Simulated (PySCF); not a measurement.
## GeH4O: core ionisation energies

Species: Ge(OH)H3.
Structure used (PBE0-D3(BJ)/def2-SVP), in Å, numbered top down from 1:
```
atom  x, y, z in Å
Ge1   -0.067   -0.123   -0.412
O2    -0.066   -0.109    1.371
H3     0.365    0.671    1.735
H4     1.380   -0.130   -0.951
H5    -0.814    1.111   -0.961
H6    -0.798   -1.419   -0.781
```

Level of theory: delta-SCF UKS SCAN, pcX-2 on the ionised atom, pcseg-1 elsewhere, spin-free X2C (PySCF). These are vertical core ionisation energies against the vacuum level, from separate self-consistent calculations with and without the core hole.

Q: Give the core binding energies atom by atom.

A: 
| atom(s) | environment | level | binding energy (eV) | count |
| --- | --- | --- | --- | --- |
| O2 | oxygen bonded to Ge and H | O 1s | 538.19 | 1 |

Q: Give the binding energy of O 1s of O2 (atom 2) in hartree and in kJ/mol.

A: 538.19 eV = 19.7781 Eh = 51927 kJ/mol.

Q: Which photon energy gives electrons from O 1s of O2 a kinetic energy of 150 eV, and what is their de Broglie wavelength?

A: hν = 538.19 + 150 = 688.19 eV, recoil neglected; λ = 12.264 Å/√(E/eV) = 1.00 Å.

No level of germanium is listed. Isolated species at its PBE0-D3(BJ)/def2-SVP geometry, gas phase.
